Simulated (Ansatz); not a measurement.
(CaTe)n off: binding per atom (eV) at several levels, gas phase, relaxed structures; Ansatz. Clusters are the lowest isomers that short searches found in that spin, judged at the geometry's level. Core potentials for Te in the def2 sets, no spin–orbit coupling. Binding counts from free atoms in the multiplicity of their measured ground term, without zero-point energy. Singlets are spin-restricted. The structures are stationary points that may keep the symmetry of their start. Correlated methods freeze inner cores and use unrestricted references for open shells.

```csv
species,state,geometry,PBE-D4/def2-SVP,PBE-D4/def2-TZVP,PBE0-D4/def2-SVP,PBE0-D4/def2-TZVP,MP2/def2-TZVP
CaTe2,singlet,r2SCAN-D4/def2-TZVP,2.09,2.10,1.96,1.98,1.76
Ca2Te3,singlet,PBE-D4/def2-SVP,2.69,2.68,2.60,2.60,2.40
```

Problem. Estimate the rows for Ca3Te2 (singlet, PBE-D4/def2-SVP geometry).

Solution. 
```json
{"species": "Ca3Te2", "state": "singlet", "geometry": "PBE-D4/def2-SVP", "PBE-D4/def2-SVP": "2.39", "PBE-D4/def2-TZVP": "2.35", "PBE0-D4/def2-SVP": "2.28", "PBE0-D4/def2-TZVP": "2.26", "MP2/def2-TZVP": "2.10"}
```
